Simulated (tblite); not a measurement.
Compound: C₅H₂ClS (doublet state).
Cartesian coordinates in Å at the GFN2-xTB level; atoms count from 1:
```xyz
9
C5H2ClS angstrom
C     -2.2170   -0.4858   -0.5270
C     -1.2472    0.0537   -0.0787
C     -0.0595    0.7073    0.4251
Cl     0.1848    2.2869   -0.4871
C      1.1017   -0.1174    0.2561
C      2.1014   -0.7829    0.0262
S      3.4177   -1.6968   -0.2117
H     -3.0762   -0.9578   -0.9014
H     -0.1921    0.9989    1.4733
```

Structure optimised with GFN2-xTB, isolated species. This method treats the open shell by occupation alone, without spin polarisation.

Masses are those of the commonest isotopes; rigid-rotor values at the optimised geometry. 

**Question.** What are A, B and C (MHz)?

**Answer.** Ia = 172.45, Ib = 586.00, Ic = 729.64 u·Å²; 505379 MHz·u·Å²/I gives A = 2931, B = 862.4, C = 692.6 MHz.

**Question.** Classify the top.

**Answer.** An asymmetric top. Ray's parameter κ = (2B − A − C)/(A − C) = -0.848; −1 is the prolate and +1 the oblate limit.

**Question.** What does the inertial defect say?

**Answer.** Not planar: Δ = Ic − Ia − Ib = -28.81 u·Å². For a rigid frame Δ = −2 Σ m c², so Σ m c² = 14.41 u·Å² lies off the ab plane: 3.47 from hydrogen and 10.94 from heavier atoms. The atom farthest from that plane is 1.70 Å away.

For this open shell read J as N, the rotation without spin; fine and hyperfine splittings come on top. Its GFN2-xTB frequencies are all real (lowest 61 cm⁻¹). These are rigid-rotor constants of the computed structure; measured ground-state constants (B0) also hold zero-point vibration.

Hardware: one thread, Arm Neoverse V1 (aarch64), shared host. Cost: 0.34 s. That covers the optimisation of the geometry.
